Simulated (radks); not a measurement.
Problem. The table gives one normalised radial function P(r) = r R(r) (large component) of Re70+ in [He] 2s2 2p1 (r in bohr). All-electron calculation, Dirac Kohn-Sham, relativistic LDA (MacDonald-Vosko exchange, VWN5 correlation), spin-unpolarised, spherical densities, finite nucleus; open shells fill j = l - 1/2 first; Fermi nuclear charge, rms radius 5.3698 fm. Program: a radial shooting solver on a logarithmic mesh with Libxc functionals.

r,P
0.001745,0.5636
0.001936,0.6046
0.002148,0.6472
0.002403,0.6948
0.002666,0.7401
0.002958,0.7861
0.003309,0.8358
0.003672,0.8814
0.004074,0.9256
0.004557,0.9703
0.005056,1.0079
0.00561,1.0402
0.006275,1.0670
0.006963,1.0824
0.007726,1.0864
0.008642,1.0751
0.009589,1.0472
0.01064,0.9999
0.0119,0.9239
0.01321,0.8273
0.01465,0.7036
0.01639,0.5380
0.01819,0.3539
0.02018,0.1415
0.02239,-0.0965
0.02504,-0.3754
0.02779,-0.6468
0.03083,-0.9187
0.03449,-1.1956
0.03827,-1.4192
0.04246,-1.5900
0.0475,-1.6904
0.0527,-1.6840
0.05848,-1.5640
0.06541,-1.2951
0.07258,-0.9143
0.08053,-0.4191
0.09007,0.2117
0.09995,0.8444
0.1109,1.4679
0.124,2.0608
0.1376,2.4779
0.1527,2.7213
0.1708,2.7639
0.1895,2.6061
0.2103,2.2931
0.2334,1.8805
0.261,1.3985
0.2896,0.9791
0.3214,0.6299
0.3595,0.3533
0.3989,0.1860
0.4426,0.0877
0.495,0.0340
0.5493,0.0123

Which n and l does it have? It may be an empty orbital.

Solution. n = 3, l = 0: the number of nodes gives n - l - 1 = 2, the rise at small r points to l (this Dirac orbital starts outside the nucleus as r^gamma with gamma = sqrt((l + 1)^2 - (Z/c)^2) = 0.84; the j = 1/2 orbital of l + 1 starts with the same power, but with a smaller coefficient, and then steepens), and the extent must fit the shell. The curve is that of 3s1/2. 3s1/2 (empty): eigenvalue -8301.8 eV, 2 radial nodes at r = 0.0215, 0.0869 bohr, <r> = 0.171 bohr, 90 % of the charge inside 0.249 bohr.
